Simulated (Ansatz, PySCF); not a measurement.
Donor–acceptor adduct: CH5Al (SMILES [CH3][AlH2]) (first 7 atoms) with H2O (SMILES O); geometry from B3LYP-D3(BJ)/def2-TZVP, rigid monomers moved along the line of their centres of mass till Al2···O8 is 1.86 Å.
(charge 0, multiplicity 1):
```xyz
10

C     -0.1778     0.9168    -0.6125
Al    -0.3298    -0.3736     0.8603
H      0.8623     1.0922    -0.9021
H     -0.6980     0.5558    -1.5058
H     -0.6195     1.8852    -0.3600
H      0.5849    -1.6861     0.8291
H     -1.7143    -0.4692     1.6567
O      0.6102     0.4754     2.2217
H      1.3444    -0.0815     2.5122
H      0.0321     0.6183     2.9828
```

Counterpoise-corrected where a basis set is named; no monomer relaxation. Rows marked so take none.

Rows in 3-21G, 6-31G* carry no dispersion term and start afresh at each structure (6-31G* with six Cartesian d functions).

Codes used: Ansatz (a quantum-chemistry and plane-wave program); PySCF for 3-21G rows, 6-31G* rows, the dispersion terms. 

One of these levels gives -65.9 kJ/mol for the interaction energy. Which?
(A) M06-2X/6-31G* (no counterpoise)
(B) B3LYP/3-21G (no counterpoise)
(C) PBE0-D3(BJ)/def2-TZVPPD
(D) PBE/def2-TZVPPD

D, PBE/def2-TZVPPD. The others give -157.4 (B3LYP/3-21G (no counterpoise)), -81.1 (PBE0-D3(BJ)/def2-TZVPPD), -106.4 (M06-2X/6-31G* (no counterpoise))
